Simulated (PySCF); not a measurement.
F$_{5}$Si$_{2}$ (SMILES F[Si](F)[Si](F)(F)F), doublet, at a GFN2-xTB geometry, atoms displaced at random by about 0.08 Å a coordinate; TPSS/STO-3G, gradient run with PySCF.

The PySCF input:
```python
from pyscf import gto, scf, dft

mol = gto.Mole()
mol.atom = '''
    F     1.81866369   -1.46736561   -0.08153897
    Si    1.28506976    0.00851175   -0.47004306
    F     2.12296464    0.97357123    0.42831786
    Si   -0.82403314    0.03611089   -0.04847495
    F    -1.58923492   -0.15057911    1.41288940
    F    -1.39017149    1.46754818   -0.41025754
    F    -1.56890518   -0.76388148   -0.92693564
'''
mol.basis = 'sto-3g'
mol.spin = 1
mol.verbose = 4
mol.build()

mf = dft.UKS(mol)
mf.xc = 'tpss'
mf.conv_tol = 1e-11
mf.kernel()
g = mf.nuc_grad_method()
grad = g.kernel()
```

**Question.** Write the output that PySCF gives for this input, abridged.

**Answer.** 
```
PySCF version 2.14.0

[INPUT] verbose = 4
[INPUT] num. atoms = 7
[INPUT] num. electrons = 73
[INPUT] charge = 0
[INPUT] spin (= nelec alpha-beta = 2S) = 1
[INPUT] symmetry False subgroup None
[INPUT] Mole.unit = angstrom
[INPUT] Symbol           X                Y                Z      unit          X                Y                Z       unit  Magmom
[INPUT]  1 F      1.818663690000  -1.467365610000  -0.081538970000 AA    3.436776286791  -2.772919127505  -0.154086321779 Bohr   0.0
[INPUT]  2 Si     1.285069760000   0.008511750000  -0.470043060000 AA    2.428429897361   0.016084876341  -0.888252650153 Bohr   0.0
[INPUT]  3 F      2.122964640000   0.973571230000   0.428317860000 AA    4.011821741736   1.839782987456   0.809403449660 Bohr   0.0
[INPUT]  4 Si    -0.824033140000   0.036110890000  -0.048474950000 AA   -1.557196952165   0.068239692214  -0.091604379402 Bohr   0.0
[INPUT]  5 F     -1.589234920000  -0.150579110000   1.412889400000 AA   -3.003218746395  -0.284553277981   2.669974010301 Bohr   0.0
[INPUT]  6 F     -1.390171490000   1.467548180000  -0.410257540000 AA   -2.627043382279   2.773264134804  -0.775274391138 Bohr   0.0
[INPUT]  7 F     -1.568905180000  -0.763881480000  -0.926935640000 AA   -2.964801105611  -1.443526788827  -1.751654494698 Bohr   0.0

nuclear repulsion = 504.92881156085
number of shells = 25
number of NR pGTOs = 129
number of NR cGTOs = 43
basis = sto-3g
ecp = {}

******** <class 'pyscf.dft.uks.UKS'> ********
method = UKS
initial guess = minao
damping factor = 0
level_shift factor = 0
DIIS = <class 'pyscf.scf.diis.CDIIS'>
diis_start_cycle = 1
diis_space = 8
diis_damp = 0
SCF conv_tol = 1e-11
SCF conv_tol_grad = None
SCF max_cycles = 50
direct_scf = True
direct_scf_tol = 1e-13
number electrons alpha = 37  beta = 36
XC library pyscf.dft.libxc version 7.1.2
    S. Lehtola, C. Steigemann, M. J. T. Oliveira, and M. A. L. Marques,  SoftwareX 7, 1–5 (2018)
XC functionals = tpss
    J. Tao, J. P. Perdew, V. N. Staroverov, and G. E. Scuseria,  Phys. Rev. Lett. 91, 146401 (2003)
    J. P. Perdew, J. Tao, V. N. Staroverov, and G. E. Scuseria,  J. Chem. Phys. 120, 6898 (2004)
    J. Tao, J. P. Perdew, V. N. Staroverov, and G. E. Scuseria,  Phys. Rev. Lett. 91, 146401 (2003)
    J. P. Perdew, J. Tao, V. N. Staroverov, and G. E. Scuseria,  J. Chem. Phys. 120, 6898 (2004)
radial grids:
    Treutler-Ahlrichs [JCP 102, 346 (1995); DOI:10.1063/1.469408] (M4) radial grids

becke partition: Becke, JCP 88, 2547 (1988); DOI:10.1063/1.454033
pruning grids: <function nwchem_prune>
grids dens level: 3
symmetrized grids: False
atomic radii adjust function: <function treutler_atomic_radii_adjust>
small_rho_cutoff = 0
Set gradient conv threshold to 3.16228e-06
tot grids = 109672
init E= -1065.17492344789

cycle= 1 E= -1063.96753991106  delta_E= 1.21  |g|= 0.608  |ddm|= 2.52
cycle= 2 E= -1063.17184936159  delta_E= 0.796  |g|= 1.26  |ddm|=    3
cycle= 3 E= -1064.23797230201  delta_E= -1.07  |g|= 0.278  |ddm|= 2.15
cycle= 4 E= -1064.29281512762  delta_E= -0.0548  |g|= 0.0991  |ddm|= 0.679
cycle= 5 E= -1064.29978837414  delta_E= -0.00697  |g|= 0.0347  |ddm|= 0.191
cycle= 6 E= -1064.3006167676  delta_E= -0.000828  |g|= 0.0125  |ddm|= 0.0707
cycle= 7 E= -1064.30073082603  delta_E= -0.000114  |g|= 0.00424  |ddm|= 0.027
cycle= 8 E= -1064.30074436297  delta_E= -1.35e-05  |g|= 0.00112  |ddm|= 0.00925
cycle= 9 E= -1064.30074561078  delta_E= -1.25e-06  |g|= 0.000125  |ddm|= 0.00309
cycle= 10 E= -1064.30074561735  delta_E= -6.57e-09  |g|= 8.95e-05  |ddm|= 0.000376
cycle= 11 E= -1064.30074562511  delta_E= -7.75e-09  |g|= 1.12e-05  |ddm|= 0.000239
cycle= 12 E= -1064.30074562527  delta_E= -1.59e-10  |g|= 9.72e-07  |ddm|= 3.59e-05
cycle= 13 E= -1064.30074562527  delta_E= -1.82e-12  |g|= 1.41e-07  |ddm|= 4.05e-06
Extra cycle  E= -1064.30074562527  delta_E= 2.05e-12  |g|= 2.44e-07  |ddm|= 7.66e-07
converged SCF energy = -1064.30074562527  <S^2> = 0.7509331  2S+1 = 2.0009329

******** <class 'pyscf.grad.uks.Gradients'> for <class 'pyscf.dft.uks.UKS'> ********
unit = Eh/Bohr
grid_response = False
--------------- UKS gradients ---------------
         x                y                z
0 F    -0.0175217050     0.0343814040    -0.0129521539
1 Si    -0.0038237513     0.0215189837     0.0756437405
2 F    -0.0446068621    -0.0485316002    -0.0523065485
3 Si    -0.0951289031    -0.1363915709    -0.1991753985
4 F    -0.0057042406     0.0076347487    -0.0107051033
5 F     0.0141499994    -0.0645854014     0.0120023878
6 F     0.1528171646     0.1862730429     0.1871575045
----------------------------------------------
```
